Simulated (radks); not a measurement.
Hf+, 71 electrons, occupied as [Xe] 4f14 5d1 6s2 (the NIST ground configuration). All-electron calculation, Dirac Kohn-Sham, BLYP, spin-unpolarised, spherical densities, finite nucleus; open shells fill j = l - 1/2 first; Fermi nuclear charge, rms radius 5.347 fm. Program: a radial shooting solver on a logarithmic mesh with Libxc functionals. Some entries of the table are withheld. Estimate them.

| orbital | occ. | eigenvalue (hartree) | <r> (bohr) | <1/r> (bohr^-1) |
|---|---|---|---|---|
| 1s1/2 | 2 | -2395.838 | (1) | 83.78 |
| 2s1/2 | 2 | -409.7696 | 0.07978 | 20.31 |
| 2p1/2 | 2 | -391.4719 | 0.06612 | 20.28 |
| 2p3/2 | 4 | -347.6602 | 0.07384 | 17.23 |
| 3s1/2 | 2 | -93.60766 | 0.2082 | 7.450 |
| 3p1/2 | 2 | -85.47535 | (2) | 7.367 |
| 3p3/2 | 4 | -76.08718 | (3) | 6.580 |
| 3d3/2 | 4 | (4) | 0.1863 | 6.472 |
| 3d5/2 | 6 | (5) | 0.1908 | 6.284 |
| 4s1/2 | 2 | -19.11130 | 0.4682 | 3.124 |
| 4p1/2 | 2 | -15.77693 | 0.4746 | (6) |
| 4p3/2 | 4 | -13.62711 | 0.5075 | (7) |
| 4d3/2 | 4 | -8.13980 | 0.5286 | 2.520 |
| 4d5/2 | 6 | -7.74617 | 0.5401 | 2.453 |
| 5s1/2 | 2 | -2.78555 | 1.134 | 1.184 |
| 5p1/2 | 2 | -1.83853 | 1.261 | 1.051 |
| 5p3/2 | 4 | -1.54956 | 1.369 | 0.9554 |
| 4f5/2 | 6 | (8) | 0.6697 | (9) |
| 4f7/2 | 8 | (10) | 0.6822 | (11) |
| 6s1/2 | 2 | -0.43084 | 3.120 | 0.4058 |
| 5d3/2 | 1 | -0.39801 | 2.138 | 0.6104 |
| 5d5/2 | 0 | -0.37745 | 2.212 | 0.5890 |

Answer. 
(1) 1s1/2 <r> (bohr): 0.01899
(2) 3p1/2 <r> (bohr): 0.1981
(3) 3p3/2 <r> (bohr): 0.2125
(4) 3d3/2 eigenvalue (hartree): -62.28657
(5) 3d5/2 eigenvalue (hartree): -60.23868
(6) 4p1/2 <1/r> (bohr^-1): 3.014
(7) 4p3/2 <1/r> (bohr^-1): 2.739
(8) 4f5/2 eigenvalue (hartree): -0.98007
(9) 4f5/2 <1/r> (bohr^-1): 1.934
(10) 4f7/2 eigenvalue (hartree): -0.91591
(11) 4f7/2 <1/r> (bohr^-1): 1.903
